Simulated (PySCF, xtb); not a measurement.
4,4-difluorobuta-1,2-diene (C4H4F2), SMILES C=C=CC(F)F. The values are those of a single conformer.

Harmonic wavenumbers (cm⁻¹) from GFN2-xTB (xtb) at its own minimum, in rising order: 43, 150, 292, 319, 397, 456, 557, 595, 839, 854, 951, 994, 1005, 1069, 1136, 1229, 1256, 1320, 1430, 2097, 2897, 3069, 3085, 3096.

Problem. What does r2SCAN-D4/def2-SVP (PySCF) give at its own minimum? (The exact figures need the calculation; the answer reports its results.)

Solution. 61, 163, 309, 351, 426, 507, 608, 636, 847, 877, 980, 1059, 1087, 1117, 1138, 1282, 1364, 1392, 1470, 2074, 3076, 3128, 3151, 3221. Paired by order, the mean absolute difference is 52 cm⁻¹ and the zero-point energies are 41.7 and 43.4 kcal/mol.
